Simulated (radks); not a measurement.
Problem. All-electron atom: the bismuth ion Bi3+ in [Xe] 4f14 5d10 6s1.5 6p0.5 (fractional occupations, a model configuration). All-electron calculation, scalar-relativistic Kohn-Sham, PBE, spin-polarised, spherical densities, finite nucleus; open shells are filled with parallel spins first (spin-orbit coupling, left out, can overturn this in heavy ions); Fermi nuclear charge, rms radius 5.5211 fm. Program: a radial shooting solver on a logarithmic mesh with Libxc functionals. Some entries of the table are withheld. Estimate them.

orbital  occ.  eigenvalue (hartree)  r(max) (bohr)  <r^2> (bohr^2)
1s up       1             -3331.197       0.009662       0.0003464
1s down     1             -3331.196       0.009662       0.0003464
2s up       1             -599.4572        0.05620        0.005245
2s down     1             -599.4568        0.05620        0.005245
2p up       3             -513.1652        0.04691        0.004486
2p down     3             -513.1647        0.04691        0.004486
3s up       1             -145.5163         0.1585         0.03370
3s down     1             -145.5157         0.1585         0.03370
3p up       3             -120.8477         0.1588         0.03501
3p down     3             -120.8471         0.1588         0.03501
3d up       5             -96.01262         0.1294         0.02902
3d down     5             -96.01209         0.1294         0.02902
4s up       1             -34.21996         0.3559          0.1604
4s down     1             -34.21903         0.3559          0.1604
4p up       3             -26.13295         0.3759          0.1841
4p down     3             -26.13191         0.3759          0.1840
4d up       5             -16.87153         0.3815          0.2058
4d down     5             -16.87033         0.3815          0.2058
5s up       1              -6.85584         0.7707          0.7734
5s down     1              -6.85337         0.7708          0.7730
4f up       7              -6.67422         0.3420          0.2321
4f down     7              -6.67289         0.3420          0.2320
5p up       3              -4.58460            (1)           1.011
5p down     3              -4.58120            (2)           1.009
5d up       5              -2.04925          1.032             (3)
5d down     5              -2.03876          1.030             (4)
6s up       1              -1.50518          1.811           4.503
6s down   0.5              -1.47166          1.804           4.497
6p up     0.5              -1.04672          2.199           6.790
6p down     0              -1.01271          2.203           6.829

Solution. 
(1) 5p up r(max) (bohr): 0.8601
(2) 5p down r(max) (bohr): 0.8601
(3) 5d up <r^2> (bohr^2): 1.709
(4) 5d down <r^2> (bohr^2): 1.691
